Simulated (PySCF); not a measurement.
Species: C₇H₁₁OP.
SMILES with atom numbers: `[CH3:1][C:2]([CH3:3])([CH3:4])[c:5]1[cH:6][p:7][cH:8][o:9]1`

Probes without a nucleus sit at each ring's centroid and 1 Å off its mean plane on both sides; NICS is minus the shielding there, NICSzz its component along the normal. Level: GIAO PBE0/pcSseg-1 (PySCF, non-relativistic, gas phase) on the GFN2-xTB geometry, one conformer.

Ring bond lengths (Å), with Mayer bond orders in brackets: C5–C6 1.360 (1.61), C6–P7 1.766 (1.15), P7–C8 1.706 (1.56), C8–O9 1.337 (1.09), O9–C5 1.341 (1.03).

Q: What do the NICS probes read (ppm)?

A: 
```
          ring                                                     type  NICS(0)  NICS(1), two faces  NICS(1)zz, two faces  rms pucker (Å)  centre to ring atoms, mean (Å)
C5–C6–P7–C8–O9  5-membered ring with O and P; formal bonds all aromatic    -11.3       -10.8 / -10.8         -25.3 / -25.2            0.00                            1.27
```

Q: What can be read from them?

A: 
- C5–C6–P7–C8–O9: mean NICS(1)zz -25.2 ppm, shielded.

Q: And the bond-length index? Use HOMA with the parameters of Krygowski (1993).

A: 
- C5–C6–P7–C8–O9: HOMA 0.50; the largest term is that of O9–C5, α(R − Ropt)² = 0.91.

Q: What is the mean of the two in-plane components of NICS at the second NICS(1) probe listed for ring C5–C6–P7–C8–O9, 1 Å off the ring?

A: The isotropic value is a third of the trace: (3 × -10.8 − (-25.2))/2 = -3.6 ppm.

Q: What are the shieldings of the ring atoms and their hydrogens in the same run (means over atoms taken as equivalent)?

A: 
```
  atoms                        environment  σ isotropic (ppm)  principal values of the symmetric part, first atom (ppm)
     C5        substituted aromatic carbon                9.1                                         -80.0, 20.8, 86.6
     C6                 aromatic CH carbon               65.1                                        -34.4, 66.3, 163.3
     P7           phosphorus bonded to 2 C              184.3                                       -39.9, 128.6, 464.1
     C8  aromatic CH next to a ring oxygen               -0.8                                       -148.5, 45.8, 100.3
     O9                  furan-type oxygen              -19.6                                      -236.1, -63.5, 240.9
H on C6                  aromatic hydrogen              24.81                                          21.3, 23.2, 29.9
H on C8                  aromatic hydrogen              22.80                                          20.3, 22.1, 25.9
```

The values belong to the conformer `[CH3:1][C:2]([CH3:3])([CH3:4])[c:5]1[cH:6][p:7][cH:8][o:9]1`: C1–C2–C5–C6 -2°.
